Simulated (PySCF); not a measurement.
## Magnetisability: `C[C@@H](O)CCOC(F)F`, C5H10F2O2

Geometry (Å), atoms numbered from 1 in this order:
```xyz
19

C    -2.7703    0.6631   -0.4706
C    -1.5531    0.1248    0.2796
O    -1.6959   -1.2448    0.5824
C    -0.2657    0.3819   -0.5191
C     0.9598   -0.0497    0.2738
O     2.0962    0.0104   -0.5899
C     3.2364   -0.4332   -0.0392
F     4.1610   -0.5544   -1.0004
F     3.7464    0.4552    0.8623
H    -3.6769    0.4265    0.0807
H    -2.6992    1.7406   -0.5818
H    -2.8344    0.2145   -1.4605
H    -1.4759    0.6135    1.2569
H    -1.8524   -1.7237   -0.2409
H    -0.1874    1.4391   -0.7676
H    -0.2896   -0.1858   -1.4518
H     1.1144    0.6116    1.1341
H     0.8288   -1.0775    0.6383
H     3.1480   -1.4029    0.4940
```

The calculation used PySCF, GIAO B3LYP/pcSseg-1 magnetisability, rotational g tensor and spin-rotation constants, non-relativistic, gas phase. Geometry: GFN2-xTB.

Question: What are the magnetisability and the molar susceptibility?

Answer: Isotropic -1357 × 10⁻³⁰ J/T², or -81.7 × 10⁻⁶ cm³/mol; principal values -1378, -1369, -1325 × 10⁻³⁰ J/T², anisotropy 49 × 10⁻³⁰ J/T² (root of half the summed squared differences of the principal values). The susceptibility is in cgs units.

Question: Split it along the inertial axes a, b, c into diamagnetic and paramagnetic parts about the centre of mass, with the quadrupole moment.

Answer: 
| axis | χ (10⁻⁶ cm³/mol) | diamagnetic (10⁻⁶ cm³/mol) | paramagnetic (10⁻⁶ cm³/mol) | summed x² of all electrons (Å²) | quadrupole Θ (D Å) |
| --- | --- | --- | --- | --- | --- |
| a | -82.3 | -377.6 | 295.2 | 475.3 | -5.47 |
| b | -80.6 | -2194.8 | 2114.2 | 47.0 | -1.60 |
| c | -82.3 | -2215.7 | 2133.4 | 42.0 | +7.06 |

Anisotropies 2χaa − χbb − χcc = -1.8 and 2χbb − χaa − χcc = +3.4 × 10⁻⁶ cm³/mol. Θ is traceless in Buckingham's convention.

Question: And the rotational g tensor?

Answer: 
| axis | rotational constant (GHz) | g | nuclear part | electronic part |
| --- | --- | --- | --- | --- |
| a | 4.4198 | -0.0270 | 0.5860 | -0.6130 |
| b | 0.5468 | -0.0044 | 0.5387 | -0.5431 |
| c | 0.5430 | -0.0052 | 0.5390 | -0.5442 |

Asymmetric top; isotopes 12C, 19F, 1H, 16O; no vibrational averaging.
